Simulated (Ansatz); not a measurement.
Ansatz (a program for electronic structure) input (RI-MP2/def2-TZVPPD):
A basis named .json is the Basis Set Exchange file of that set.

Ansatz 0.2 input:
```yaml
crystal:
  periodic: [false, false, false]
  atoms:
    - {symbol: Ta, position_ang: [0.01877785, -0.03174698, -0.09650922]}
    - {symbol: O, position_ang: [-1.40465735, -1.07952295, 0.11257024]}
    - {symbol: O, position_ang: [-0.42963557, 1.61973301, -0.58564700]}
    - {symbol: F, position_ang: [1.47817337, -0.22268347, 1.20330967]}
basis:
  gaussian:
    orbitals: def2-TZVPPD.json
    fitting: {mean_field: def2-universal-jkfit, correlation: def2-TZVPPD-RIFIT.json}
total_charge: -1
magnetization: {spin_polarized: true, initial_magnetization: 1}
correlation: {method: mp2, electrons: outside_noble_gas}
```

End of the output:

```
integrals: 0.13 GiB planned
458 factors; integrals over basis functions are off by at most 1.6e0 eV
469 factors; integrals over basis functions are off by at most 4.9e0 eV
mean field: 0.49 GiB planned
mean field evaluation 1: about -8314.5092 eV, gradient 4.3e1 eV
mean field evaluation 2: about -8309.2526 eV, gradient 6.3e1 eV
mean field evaluation 4: about -8323.1551 eV, gradient 1.7e0 eV
mean field evaluation 8: about -8323.2325 eV, gradient 2.4e-1 eV
mean field evaluation 16: about -8320.2510 eV, gradient 1.4e-1 eV
mean field -8323.23706903 eV, -305.8733205942 hartree, gradient 2.7e-6 eV, S^2 0.776842; 1 other end points of the search recorded, 0 dependent functions left out
7 core orbitals not correlated
reference -8323.23706903 eV, -305.8733205942 hartree; 13, 12 occupied and 159, 160 virtual orbitals, 469 factors
second order -25.22540177 eV of doubles, -0.00000000 eV of singles
Total energy: -8348.46247080 eV, -306.8003370109 hartree
```

The spin state was set by rule; other spins were not relaxed.
